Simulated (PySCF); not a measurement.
AlBClFH2 (calculated)

All values are calculated (PySCF 2.14.0). Calculation on a computer-drawn molecule: the log of a Hartree-Fock and frozen-core CCSD(T) single point meant for a local Hartree-Fock minimum, with one planted fault or none, to be diagnosed. Offsets are logged minus clean, where the clean run is the same molecule without the fault. The reference is restricted for singlets and unrestricted otherwise, and also for a bond in bohr or an excited solution. Adding or removing an electron swaps singlet and doublet. The excited solution moves the top pair (singlet) or top alpha electron (doublet) to the lowest empty orbital. Highest occupied and lowest empty are orbital energies over both spins, largest force is the largest gradient component, triples share is (T) over the correlation energy, the T1 limit is 0.02 restricted and 0.045 unrestricted, electrons count all cores, a negative frequency is imaginary (commonest isotopes), and the dipole is about the centre of nuclear charge.

AlBClFH2

Logged structure:
```xyz
6
AlBClFH2
F      0.9634    -0.0512     0.7351
B      0.3199    -1.1936     0.5364
Al    -1.7819    -1.5178     0.9056
Cl     1.3390    -2.5205    -0.0860
H     -2.8296    -1.2722    -0.2512
H     -2.2599    -2.0401     2.3179
```

| Item | Value |
| --- | --- |
| meant charge | 0 |
| meant multiplicity | 1 |
| meant basis | cc-pV(D+d)Z |
| logged electrons | 47 |
| logged basis functions | 84 |
| logged SCF converged | yes |
| logged spin squared | 0.7659 |
| logged highest occupied | -0.12254 eV |
| logged lowest empty | 6.9302 eV |
| logged largest force | 0.031022 hartree/bohr |
| logged T1 diagnostic | 0.014526 |
| logged D1 diagnostic | 0.04901 |
| logged triples share | 0.023589 |
| logged CC converged | yes |
| logged dipole magnitude | 7.0058 debye |
| logged SCF stable within its kind | yes |
| logged energy HF | -826.7781 hartree |
| logged energy CCSD(T) | -827.30743 hartree |
| possible faults | no fault, one electron removed, one electron added, multiplicity raised by two, geometry at a saddle point, SCF held on an excited solution, minimal basis STO-3G, one bond length entered in bohr, all coordinates scaled |
| planted fault | one electron added |
| HF energy offset from clean run | 7.244 kcal/mol |
| CCSD(T) energy offset from clean run | -1.064 kcal/mol |

Drawn bonds:
| atom | other atom | order |
| --- | --- | --- |
| 1 | 2 | 1 |
| 2 | 3 | 1 |
| 2 | 4 | 1 |
| 3 | 5 | 1 |
| 3 | 6 | 1 |
